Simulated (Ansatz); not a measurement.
Basis-set extrapolation for C3H6AlF (`F[CH2][Al]1[CH2][CH2]1`) (PBE0-D4/def2-TZVP geometry, frozen core, Ansatz 0.2.0). Multiplicity 1, RHF reference.

```
                      def2-TZVPP   def2-QZVPP
                 HF  -458.455445  -458.472379
    MP2 correlation    -0.839001    -0.901108
CCSD(T) correlation    -0.910563      not run
```

Energies in hartree. Use E(X) = E(∞) + A·exp(−7.88·√X) for Hartree–Fock and E(X) = E(∞) + B·X^(−2.97) for correlation, with X = 3 and 4, and add CCSD(T) minus MP2 of the smaller set to the MP2 limit.

Question: What is the CCSD(T) energy at the basis-set limit?

Answer: HF limit: -458.472379 + (-0.016934) × 0.13774 = -458.47471. MP2 limit: -0.901108 + (-0.062107) × 0.74074 = -0.94711. Higher-order term: -0.910563 − (-0.839001) = -0.07156. Total: -459.49338 hartree, 79.9 kcal/mol below CCSD(T)/def2-TZVPP.
